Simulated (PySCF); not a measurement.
Compound: C6H6F2N (doublet state).
Z-matrix (Å and degrees, GFN2-xTB geometry), rows numbered from 1:
```
F 
C   1  1.3554
F   2  1.3538  1  106.60
C   2  1.4766  1  110.19  3   120.54
N   4  1.2564  2  143.32  1    89.05
C   4  1.4547  2  149.43  1   -85.77
C   6  1.4949  4  121.32  5  -102.99
C   7  1.4663  6  120.36  4  -122.87
C   8  1.4570  7   62.89  6  -105.86
H   2  1.1034  1  108.20  3  -116.34
H   6  1.0845  4  118.73  5   101.24
H   7  1.0890  6  112.45  4    24.98
H   8  1.0680  7  131.70  9  -123.79
H   9  1.0848  7  120.39  8   109.01
H   9  1.0825  7  115.95  8  -109.38
```

The hyperfine couplings belong to this conformer and change with its torsions.

As a line formula: `FC(F)C1=N[C@@H]1[C@@H]1[CH]C1` [radical].

The calculation used UKS B3LYP, pcH-1 on C F H N, non-relativistic, mean-field spin-orbit, GIAO (PySCF). One conformer (not necessarily the lowest) at the GFN2-xTB geometry, without solvent, vibrations or thermal averaging. A GFN2-xTB geometry isn't a minimum of the functional, and hyperfine couplings can be far from their values at a DFT geometry. No stability test was run, so a lower SCF solution isn't excluded.

(1) What is the g tensor, term by term?

(2) At 9.574 GHz, how far is the centre of the isotropic spectrum from where a free electron (g = 2.002319) resonates?

(3) How much does each term add to the isotropic shift?

(4) What are the electron Larmor frequencies g μB B/h along the three axes at 330 mT?

(5) In a frozen sample, at which fields do the three g values resonate at 9.5, 34, 94 and 263 GHz (hyperfine left aside), and which band first spreads them over more than twice a line width of 0.3 mT?

Answers

(1) 
| Δg (ppm) | 1 | 2 | 3 |
| --- | --- | --- | --- |
| relativistic mass correction | -143 | -143 | -143 |
| gauge correction | 20 | 8 | 19 |
| orbital Zeeman/spin–orbit | -6 | 702 | 905 |
| total | -129 | 567 | 780 |

So g = 2.00219, 2.00289, 2.00310 and g_iso = 2.00273; the tensor is rhombic: the two nearest values differ by 23 % of g3 − g1. Axes: g3 points within 12° of the C8–H13 bond.

(2) B = hν/(g μB) with μB/h = 13.99624 MHz/mT gives 341.62 mT for the free electron and 341.55 mT at g_iso, 0.07 mT lower.

(3) The orbital-Zeeman/spin–orbit term 534, the mass correction -143 and the gauge correction 16 ppm, for a total of 406 ppm. The orbital-Zeeman/spin–orbit term is the largest in size. The mass correction is the same along every axis, so the anisotropy comes from the other two: their spans along these axes are 13 (gauge) and 911 ppm (orbital Zeeman/spin–orbit).

(4) 9.2476, 9.2509, 9.2518 GHz for g1, g2 and g3, a range of 4.2 MHz.

(5) 
| band | GHz | B(g3) mT | B(g2) mT | B(g1) mT | spread mT |
| --- | --- | --- | --- | --- | --- |
| X | 9.5 | 338.85 | 338.89 | 339.01 | 0.15 |
| Q | 34.0 | 1212.73 | 1212.86 | 1213.28 | 0.55 |
| W | 94.0 | 3352.85 | 3353.20 | 3354.37 | 1.52 |
| J | 263.0 | 9380.84 | 9381.84 | 9385.10 | 4.26 |

The spread grows in proportion to the frequency. W band is the first where it exceeds 0.6 mT.

The largest Mulliken spin population is on C8 (+0.97). The angles at C8 add up to 326.9°, so it is pyramidal.

The HOMO–LUMO gaps are 4.76 eV among the α and 5.02 eV among the β orbitals.
